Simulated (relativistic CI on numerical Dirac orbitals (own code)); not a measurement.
## Kr VIII: calculation against measurement

Method of calculation: Dirac-Coulomb-Breit CI, KLI orbitals optimised for each configuration, a model potential for QED, unscaled Slater integrals (own radial code, finite nucleus).

Configuration list (outside the closed core [Ar]): 3d10 4s, 3d10 4p, 3d10 4d, 3d10 4f, 3d10 5s, 3d10 5p, 3d9 4s2, 3d10 5d, 3d10 6s, 3d9 4p2, 3d8 4s 4p2, 3d10 6p, 3d10 5f, 3d10 5g, 3d10 6d, 3d9 4s 4p. Levels of other configurations are missing.

| Configuration | Term (tabulated) | J | Measured (cm⁻¹) | Computed | Error | Purity (%) |
| --- | --- | --- | --- | --- | --- | --- |
| 3d10 4s | 2S | 1/2 | 0.0 | 0 | 0 | 100 |
| 3d10 4p | 2P° | 1/2 | 143696.0 | 142803 | -893 | 100 |
| 3d10 4p | 2P° | 3/2 | 153476.0 | 152305 | -1171 | 100 |
| 3d10 4d | 2D | 3/2 | 374046.0 | 370236 | -3810 | 100 |
| 3d10 4d | 2D | 5/2 | 375377.0 | 371513 | -3864 | 100 |
| 3d10 5s | 2S | 1/2 | 490087.0 | 484482 | -5605 | 100 |
| 3d10 5p | 2P° | 1/2 | 546681.0 | 540721 | -5960 | 100 |
| 3d10 5p | 2P° | 3/2 | 550444.0 | 544379 | -6065 | 100 |
| 3d10 4f | 2F° | 7/2 | 562731.0 | 556660 | -6071 | 100 |
| 3d10 4f | 2F° | 5/2 | 562765.0 | 556714 | -6051 | 100 |
| 3d10 5d | 2D | 3/2 | 641076.0 | 634346 | -6730 | 100 |
| 3d10 5d | 2D | 5/2 | 641617.0 | 634854 | -6763 | 99 |
| 3d9 4s2 | 2D | 5/2 | 657102.0 | 650105 | -6997 | 97 |
| 3d9 4s2 | 2D | 3/2 | 667276.0 | 660203 | -7073 | 97 |
| 3d10 6s | 2S | 1/2 | 692518.0 | 684865 | -7653 | 100 |
| 3d10 6p | 2P° | 1/2 | 720594.0 | 712842 | -7752 | 100 |
| 3d10 6p | 2P° | 3/2 | 722471.0 | 714678 | -7793 | 100 |
| 3d10 5f | 2F° | 5/2 | 724999.0 | 717412 | -7587 | 100 |
| 3d10 5f | 2F° | 7/2 | 725004.0 | 717372 | -7632 | 100 |
| 3d10 5g | 2G | 7/2 | 733091.0 | 724086 | -9005 | 100 |
| 3d10 5g | 2G | 9/2 | 733093.0 | 724094 | -8999 | 100 |
| 3d10 6d | 2D | 3/2 | 768919.0 | 760904 | -8015 | 100 |
| 3d10 6d | 2D | 5/2 | 769247.0 | 761197 | -8050 | 100 |
| 3d9 4s 4p | 4P° | 3/2 | 782852.0 | 772922 | -9930 | 84 |
| 3d9 4s 4p | 4F° | 3/2 | 788563.0 | 778483 | -10080 | 93 |
| 3d9 4s 4p | 4P° | 1/2 | 789316.0 | 779213 | -10103 | 93 |
| 3d9 4s 4p | 4D° | 1/2 | 803335.0 | 793591 | -9744 | 87 |

Measured levels from Saloman, J. Phys. Chem. Ref. Data 36, 215 (2007); pairs were made by configuration, J and term (by order where the table uses no LS term), so strongly mixed levels may be paired wrongly.

Mean error by configuration (cm⁻¹): 3d10 4p -1032; 3d10 4d -3837; 3d10 5s -5605; 3d10 5p -6013; 3d10 4f -6061; 3d10 5d -6747; 3d9 4s2 -7035; 3d10 6s -7653; 3d10 6p -7773; 3d10 5f -7609; 3d10 5g -9002; 3d10 6d -8032; 3d9 4s 4p -9964. Over the excited levels the mean absolute error is 6900 cm⁻¹ (26 of the 69 excited levels that our extract of the source holds in range could be paired, and the others can miss by more), and the median relative error of those above 1,000 cm⁻¹ is 1.1 %.
